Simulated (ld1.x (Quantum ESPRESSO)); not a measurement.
# Transferability test, RRKJ potential for H

```json
{"Element": "hydrogen (H)", "Generator": "ld1.x (Quantum ESPRESSO) 7.5", "Type": "norm-conserving RRKJ (Kleinman–Bylander form)", "Functional": "LDA (PZ)", "Relativity": "non-relativistic", "Frozen core": "none", "Valence charge": "1", "Reference configuration": "1s0.5 (charge +0.5)", "Partial waves": "1s (bound): rc 0.60 bohr", "Local potential": "all-electron potential smoothed inside 0.55 bohr (lloc = -1)", "Core correction": "none", "rho0": "0.01"}
```

Energies are relative to the spin-unpolarised reference configuration 1s0.5; without spin polarisation the order of configurations can differ from experiment. Spin-polarised rows fill each open shell by Hund’s rule, majority spin first.

```csv
valence configuration,charge,ΔE all-electron (eV),error AE − PS (meV)
1s1,0,-4.645,+0.6
1s0.5 (spin-polarised),+0.5,-0.387,-0.1
1s1 (spin-polarised),0,-5.542,+0.9
```

Levels in the configuration 1s0.5 (spin-polarised):

```
level  all-electron (eV)  pseudo (eV)
1s up            -13.350      -13.351
```
